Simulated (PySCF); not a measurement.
**Correlation energy of As⁺ (arsenic, charge +1)**

[Ar] 3d10 4s1 4p2 5s1, high-spin 5P determinant (an excited configuration). All numbers are calculated (PySCF 2.14, scalar relativity through the core potential, in aug-cc-pVTZ-PP with one added diffuse shell each of s, d, f type with ECP10MDF (7s5p5d3f, 68 functions)). Frozen: 3s2 3p6 3d10; 4 electrons correlated.

MP2 pair energies summed by pair of shells (mhartree):

```json
{"pair": "4p-5s", "energy": "-6.00", "share (%)": "37.0"}
{"pair": "4p-4p", "energy": "-5.36", "share (%)": "33.0"}
{"pair": "4s-4p", "energy": "-3.52", "share (%)": "21.7"}
{"pair": "4s-5s", "energy": "-1.35", "share (%)": "8.3"}
```

Total MP2 correlation energy: -16.23 mhartree.

Same-spin part -16.23 and opposite-spin part 0.00 mhartree; SCS-MP2 scales them by 1/3 and 6/5 to -5.41 mhartree.
